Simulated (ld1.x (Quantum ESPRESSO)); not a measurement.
# An all-electron radial function and its pseudo partner (Ti)

Columns: radius, all-electron u(r) and pseudo u(r) of the 3d shell (level -4.26 eV) of titanium in the configuration [Ne] 3s2 3p6 3d2 4s2 4p0; PBE, scalar-relativistic, TM scheme, ld1.x (Quantum ESPRESSO) 7.5.

| r (bohr) | all-electron | pseudo |
| --- | --- | --- |
| 0.160 | 0.0898 | 0.0379 |
| 0.320 | 0.3147 | 0.2332 |
| 0.480 | 0.5241 | 0.5105 |
| 0.640 | 0.6673 | 0.6958 |
| 0.800 | 0.7442 | 0.7602 |
| 0.960 | 0.7687 | 0.7703 |
| 1.120 | 0.7585 | 0.7585 |
| 1.280 | 0.7280 | 0.7280 |
| 1.440 | 0.6868 | 0.6868 |
| 1.600 | 0.6409 | 0.6409 |
| 1.760 | 0.5942 | 0.5942 |
| 1.920 | 0.5486 | 0.5486 |
| 2.080 | 0.5053 | 0.5053 |
| 2.240 | 0.4650 | 0.4650 |
| 2.400 | 0.4277 | 0.4277 |
| 2.560 | 0.3934 | 0.3934 |
| 2.720 | 0.3618 | 0.3618 |
| 2.880 | 0.3327 | 0.3327 |
| 3.040 | 0.3059 | 0.3059 |
| 3.200 | 0.2811 | 0.2811 |
| 3.360 | 0.2581 | 0.2581 |
| 3.520 | 0.2369 | 0.2369 |
| 3.680 | 0.2173 | 0.2173 |
| 3.840 | 0.1992 | 0.1992 |
| 4.000 | 0.1825 | 0.1825 |
| 4.160 | 0.1671 | 0.1671 |

How many radial nodes do the two functions have?

The all-electron 3d function has n − l − 1 = 0; the pseudo-wave has 0.

At about which radius was the pseudo-wave matched?

1.15 bohr, where the columns begin to agree (steps of 0.16 bohr).

Where does each function peak?

Outermost all-electron maximum near 0.96 bohr, pseudo maximum near 0.96 bohr (to the table’s step).

Is the pseudo-wave norm-conserving?

Yes: the TM scheme keeps the norm inside the radius equal to the all-electron one, which fixes the energy derivative of the logarithmic derivative at the level.
